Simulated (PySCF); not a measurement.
Electron correlation in Co³⁺ (cobalt, charge +3)

[Ar] 3d6, high-spin 5D determinant. Calculation: PySCF 2.14, in aug-cc-pVDZ (7s6p4d2f, 59 functions); the non-relativistic Hamiltonian (point nucleus). Frozen: [Ar]; 6 electrons correlated.

| level | correlation energy (mhartree) |
| --- | --- |
| CCSD | -93.80 |
| (T) | -0.83 |
| CCSD(T) | -94.63 |

Diagnostics: T1 = 0.0043, D1 = 0.0070, largest double amplitude 0.027.

Cost of the coupled-cluster step: of the order of 1.1 core-seconds, for 6 correlated electrons.

Iterations:

```
CC2 = 0
CCSD nocc = (np.int64(5), np.int64(1)), nmo = (50, 50)
frozen orbitals [[0, 1, 2, 3, 4, 5, 6, 7, 8], [0, 1, 2, 3, 4, 5, 6, 7, 8]]
max_cycle = 100
direct = 0
conv_tol = 1e-08
conv_tol_normt = 1e-06
diis_space = 8
diis_start_cycle = 0
Init t2, MP2 energy = -0.0897025392574901
Init E_corr(UCCSD) = -0.0897025392620281
cycle = 1  E_corr(UCCSD) = -0.0929716294473404  dE = -0.00326909019  norm(t1,t2) = 0.0158934
cycle = 2  E_corr(UCCSD) = -0.0936306900483361  dE = -0.000659060601  norm(t1,t2) = 0.00349696
cycle = 3  E_corr(UCCSD) = -0.0937773884418598  dE = -0.000146698394  norm(t1,t2) = 0.00173976
cycle = 4  E_corr(UCCSD) = -0.0938002923877201  dE = -2.29039459e-05  norm(t1,t2) = 0.000488264
cycle = 5  E_corr(UCCSD) = -0.0937956617605817  dE = 4.63062714e-06  norm(t1,t2) = 0.000188161
cycle = 6  E_corr(UCCSD) = -0.0937971353515823  dE = -1.473591e-06  norm(t1,t2) = 5.80524e-05
cycle = 7  E_corr(UCCSD) = -0.0937968150760172  dE = 3.20275565e-07  norm(t1,t2) = 1.67681e-05
cycle = 8  E_corr(UCCSD) = -0.0937967366820512  dE = 7.83939661e-08  norm(t1,t2) = 6.02641e-06
cycle = 9  E_corr(UCCSD) = -0.0937968028504095  dE = -6.61683584e-08  norm(t1,t2) = 1.78768e-06
cycle = 10  E_corr(UCCSD) = -0.0937968032527846  dE = -4.02375022e-10  norm(t1,t2) = 5.32585e-07
UCCSD converged
E(UCCSD) = -1379.535030577767  E_corr = -0.09379680325278456
UCCSD(T) correction = -0.000830727063046728
```
